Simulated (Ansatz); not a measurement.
Ansatz (a program for electronic structure) input:

Ansatz 0.2 input:
```yaml
crystal:
  periodic: [false, false, false]
  atoms:
    - {symbol: Hg, position_ang: [-0.00000000, -0.00000000, -0.55616054]}
    - {symbol: Br, position_ang: [0.00000000, 0.00000000, 1.85286515]}
    - {symbol: O, position_ang: [-0.00000000, -0.00000000, -2.54467967]}
basis:
  gaussian:
    orbitals: def2-TZVPD
hamiltonian:
  xc: {name: revPBE}
magnetization: {spin_polarized: true, initial_magnetization: 1}
output: {forces: true}
```

Task: What final total energy does it print?

Result: -2802.69346 Eh (revPBE/def2-TZVPD). The basis has 143 functions.

The spin state was set by rule; other spins were not relaxed.
